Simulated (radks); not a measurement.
The numbers below are computed, except where a source is named.
Task: Re3+, configuration [Xe] 4f14 5d4. Level of theory: Dirac Kohn-Sham, PBE, spin-unpolarised, spherical densities, finite nucleus; open shells fill j = l - 1/2 first; Fermi nuclear charge, rms radius 5.3698 fm (a radial shooting solver on a logarithmic mesh with Libxc functionals). Some entries of the table are withheld. Estimate them.

orbital  occ.  eigenvalue (eV)  r(max) (bohr)  <r> (bohr)
1s1/2       2        -71561.64        0.01124     0.01804
2s1/2       2        -12423.62        0.06473     0.07559
2p1/2       2        -11891.44            (1)     0.06246
2p3/2       4        -10451.83            (2)     0.07054
3s1/2       2        -2898.671         0.1822      0.1969
3p1/2       2        -2660.526         0.1705      0.1870
3p3/2       4        -2347.891         0.1847      0.2019
3d3/2       4        -1947.019         0.1445      0.1765
3d5/2       6        -1879.153         0.1485      0.1811
4s1/2       2        -628.0913         0.4131      0.4405
4p1/2       2              (3)         0.4125      0.4450
4p3/2       4              (4)         0.4423      0.4784
4d3/2       4        -292.1803         0.4382         (5)
4d5/2       6        -278.7034         0.4475         (6)
5s1/2       2        -114.2414         0.9384       1.035
5p1/2       2              (7)          1.003       1.131
5p3/2       4              (8)          1.084       1.228
4f5/2       6         -72.9344         0.4144      0.5755
4f7/2       8         -70.4206         0.4193      0.5842
5d3/2       4         -33.3871          1.358         (9)
5d5/2       0         -32.2890          1.395        (10)

Result: 
(1) 2p1/2 r(max) (bohr): 0.04802
(2) 2p3/2 r(max) (bohr): 0.05496
(3) 4p1/2 eigenvalue (eV): -528.6214
(4) 4p3/2 eigenvalue (eV): -455.6895
(5) 4d3/2 <r> (bohr): 0.4934
(6) 4d5/2 <r> (bohr): 0.5048
(7) 5p1/2 eigenvalue (eV): -84.0695
(8) 5p3/2 eigenvalue (eV): -72.9605
(9) 5d3/2 <r> (bohr): 1.660
(10) 5d5/2 <r> (bohr): 1.705
